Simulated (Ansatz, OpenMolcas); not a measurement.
## The same job for OpenMolcas

Ansatz 0.2.0 runs this on GeSiH6O (SMILES [SiH3][O][GeH3]):

input.yaml:
```yaml
crystal:
  periodic: [false, false, false]
  atoms:
    - {symbol: Si, position_ang: [-0.686600, 1.033100, -0.921400]}
    - {symbol: O, position_ang: [0.592700, 0.201900, -0.339400]}
    - {symbol: Ge, position_ang: [0.809800, -1.049500, 0.901700]}
    - {symbol: H, position_ang: [-1.697500, 0.113200, -1.514500]}
    - {symbol: H, position_ang: [-0.195800, 1.964800, -1.966700]}
    - {symbol: H, position_ang: [-1.355600, 1.810800, 0.159300]}
    - {symbol: H, position_ang: [2.310800, -1.355600, 0.917000]}
    - {symbol: H, position_ang: [-0.018800, -2.280500, 0.498400]}
    - {symbol: H, position_ang: [0.329300, -0.484400, 2.248700]}
basis:
  gaussian:
    orbitals: def2-SVP
hamiltonian:
  xc: hf
accuracy: high
output: {orbitals: {seedname: orbitals}}
```

```bash
$ ansatz run input.yaml --threads 1 --pin off --max-ram 3480MiB --events-out events.jsonl --progress --plain --runs-dir runs
```

Geometry: relaxed at PBE0-D4/def2-TZVP.

It gives a total energy of -2442.289479 Eh.

Question: How is this level of theory, on these atoms, set up in OpenMolcas 26.06 as an input file of the program's own, asking for the gradient?

Answer: This input was run:

calc.inp:
```
>>> EXPORT MOLCAS_PRINT=2

&gateway
  baslib=$CurrDir
  coord
  9
  angstrom
  Si      -0.686600       1.033100      -0.921400
  O        0.592700       0.201900      -0.339400
  Ge       0.809800      -1.049500       0.901700
  H       -1.697500       0.113200      -1.514500
  H       -0.195800       1.964800      -1.966700
  H       -1.355600       1.810800       0.159300
  H        2.310800      -1.355600       0.917000
  H       -0.018800      -2.280500       0.498400
  H        0.329300      -0.484400       2.248700
  basis=def2-SVP
  group=NoSym

&seward

&scf
  thresholds=1e-10 1e-07 1e-07 1e-05
  prorbitals=1 2

&alaska
```

```bash
$ export MOLCAS_MEM=1860
$ pymolcas calc.inp > calc.log
```

(Basis files named in the input come from the Basis Set Exchange and aren't shown.)

Its energy is -2442.289479 Eh, the same as the first but for the last digit, at most.
